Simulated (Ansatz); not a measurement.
Ansatz (a program for electronic structure) input:

Ansatz 0.2 input:
```yaml
crystal:
  periodic: [false, false, false]
  atoms:
    - {symbol: B, position_ang: [-0.13719713, 0.01581645, 0.07954862]}
    - {symbol: N, position_ang: [1.24069437, -0.10311207, -0.68857807]}
    - {symbol: N, position_ang: [-0.63678429, -1.18306481, 0.57291477]}
    - {symbol: N, position_ang: [-0.67506311, 1.29355828, 0.15600212]}
    - {symbol: H, position_ang: [1.65658546, 0.80481701, -0.89940789]}
    - {symbol: H, position_ang: [1.92821914, -0.62675807, -0.14220686]}
    - {symbol: H, position_ang: [-1.51216728, -1.23502638, 1.06982580]}
    - {symbol: H, position_ang: [-0.19658952, -2.08317754, 0.48120373]}
    - {symbol: H, position_ang: [-1.55333563, 1.47703039, 0.61569755]}
    - {symbol: H, position_ang: [-0.26511650, 2.12835646, -0.22748244]}
    - {symbol: H, position_ang: [1.12646135, -0.59599376, -1.57774477]}
basis:
  gaussian:
    orbitals: cc-pVQZ
hamiltonian:
  xc: pbe
total_charge: 1
magnetization: {spin_polarized: false}
correlation: {method: rpa, electrons: outside_noble_gas}
```

Task: Which total energy does the run end on?

Result: -193.36036 Eh (RPA@PBE/cc-pVQZ). The basis has 430 functions. The run takes roughly 30 core-seconds.

It need not be the lowest isomer of its formula.
